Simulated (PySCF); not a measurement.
## Radial density of Sb²⁺ (antimony, charge +2)

UHF, [Kr] 4d10 5s1 5p2, high-spin 4P determinant (an excited configuration). All numbers are calculated (PySCF 2.14, scalar relativity through the core potential, in aug-cc-pVQZ-PP with ECP28MDF (7s7p5d3f2g, 92 functions)). This is the valence pseudo-density: the core potential removes the inner electrons and smooths the orbitals near the nucleus.

```
r (bohr)  4πr²ρ (e/bohr)  4πr²(ρα − ρβ)
 0.00408       2.346e-05         0.0000
 0.00686       5.946e-05         0.0000
  0.0115       0.0001355         0.0000
  0.0194       0.0002763         0.0000
  0.0326       0.0004705         0.0000
  0.0549       0.0007803         0.0001
  0.0923        0.002727         0.0001
   0.155         0.02685         0.0002
   0.261          0.4124         0.0035
   0.439           6.539         0.1170
   0.739           24.61         0.1719
    1.24           10.33         0.3430
    2.09           2.312         1.7222
    3.52          0.4372         0.4340
    5.92        0.005874         0.0059
```

Energies and moments cover only the electrons outside the core potential.
